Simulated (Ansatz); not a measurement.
Basis-set extrapolation for C3H10Si2, SMILES `C=C([SiH3])[SiH2]C` (PBE0-D4/def2-TZVP geometry, frozen core, Ansatz 0.2.0). Multiplicity 1, RHF reference.

```tsv
	def2-TZVPP	def2-QZVPP
HF	-697.346605	-697.370174
MP2 correlation	-0.757458	-0.807301
CCSD(T) correlation	-0.859875	not run
```

Energies in hartree. Use E(X) = E(∞) + A·exp(−7.88·√X) for Hartree–Fock and E(X) = E(∞) + B·X^(−2.97) for correlation, with X = 3 and 4, and add CCSD(T) minus MP2 of the smaller set to the MP2 limit.

Problem. What is the CCSD(T) energy at the basis-set limit?

Solution. HF limit: -697.370174 + (-0.023569) × 0.13774 = -697.37342. MP2 limit: -0.807301 + (-0.049843) × 0.74074 = -0.84422. Higher-order term: -0.859875 − (-0.757458) = -0.10242. Total: -698.32006 hartree, 298.2 kJ/mol below CCSD(T)/def2-TZVPP.
